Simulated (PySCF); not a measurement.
**Basis-set dependence of population analyses: `FS(F)(F)(F)(F)F`**

Compound: SF₆.
SMILES with atom numbers: `[F:1][S:2]([F:3])([F:4])([F:5])([F:6])[F:7]`

PBE0 throughout (PySCF), one geometry, spherical d and f functions. Isolated species at its PBE0-D3(BJ)/def2-SVP geometry, gas phase. Atoms taken as equivalent share a column and are averaged.

Mulliken charges (e):

```
        basis  functions  F1 (×6)      S2
       STO-3G         39   -0.233  +1.399
     pcSseg-0         67   -0.424  +2.546
        6-31G         67   -0.312  +1.871
      cc-pVDZ        102   -0.231  +1.385
     def2-SVP        102   -0.286  +1.714
       6-31G*        102   -0.308  +1.849
     pcSseg-1        126   -0.294  +1.765
  aug-cc-pVDZ        165   -0.467  +2.800
6-311+G(2d,p)        197   +0.025  -0.148
      cc-pVTZ        214   -0.183  +1.095
    def2-TZVP        223   -0.167  +1.002
     IGLO-III        254   -0.283  +1.700
```

IAO charges (e):

```tsv
basis	functions	F1 (×6)	S2
STO-3G	39	-0.309	+1.852
pcSseg-0	67	-0.383	+2.298
6-31G	67	-0.378	+2.266
cc-pVDZ	102	-0.425	+2.551
def2-SVP	102	-0.429	+2.577
6-31G*	102	-0.430	+2.580
pcSseg-1	126	-0.429	+2.572
aug-cc-pVDZ	165	-0.431	+2.585
6-311+G(2d,p)	197	-0.435	+2.610
cc-pVTZ	214	-0.439	+2.636
def2-TZVP	223	-0.444	+2.663
IGLO-III	254	-0.440	+2.638
```

Question: Which scheme is steadiest as the basis changes?

Answer: Largest range over the bases for any column: IAO 0.81 e, Mulliken 2.95 e. IAO charges move least and Mulliken charges most, counted in e. Without the minimal STO-3G basis the ranges are IAO 0.40, Mulliken 2.95 e.

Question: How much do the charges still move between the two largest bases, def2-TZVP and IGLO-III?

Answer: At most, over all atoms: Mulliken 0.698 e, IAO 0.025 e.

Question: What do the same runs give for the total energy and the frontier levels?

Answer: 
```json
{"basis": "STO-3G", "energy (Eh)": "-983.1033", "HOMO (eV)": "-6.03", "LUMO (eV)": "4.26"}
{"basis": "pcSseg-0", "energy (Eh)": "-994.3757", "HOMO (eV)": "-12.80", "LUMO (eV)": "-3.05"}
{"basis": "6-31G", "energy (Eh)": "-996.0166", "HOMO (eV)": "-12.98", "LUMO (eV)": "-3.64"}
{"basis": "cc-pVDZ", "energy (Eh)": "-996.4500", "HOMO (eV)": "-12.19", "LUMO (eV)": "-1.67"}
{"basis": "def2-SVP", "energy (Eh)": "-995.8359", "HOMO (eV)": "-12.35", "LUMO (eV)": "-1.63"}
{"basis": "6-31G*", "energy (Eh)": "-996.4118", "HOMO (eV)": "-12.03", "LUMO (eV)": "-1.41"}
{"basis": "pcSseg-1", "energy (Eh)": "-996.3700", "HOMO (eV)": "-12.58", "LUMO (eV)": "-1.98"}
{"basis": "aug-cc-pVDZ", "energy (Eh)": "-996.5247", "HOMO (eV)": "-12.45", "LUMO (eV)": "-2.11"}
{"basis": "6-311+G(2d,p)", "energy (Eh)": "-996.6695", "HOMO (eV)": "-12.52", "LUMO (eV)": "-2.09"}
{"basis": "cc-pVTZ", "energy (Eh)": "-996.7271", "HOMO (eV)": "-12.34", "LUMO (eV)": "-1.57"}
{"basis": "def2-TZVP", "energy (Eh)": "-996.7815", "HOMO (eV)": "-12.41", "LUMO (eV)": "-1.62"}
{"basis": "IGLO-III", "energy (Eh)": "-996.7642", "HOMO (eV)": "-12.41", "LUMO (eV)": "-1.84"}
```
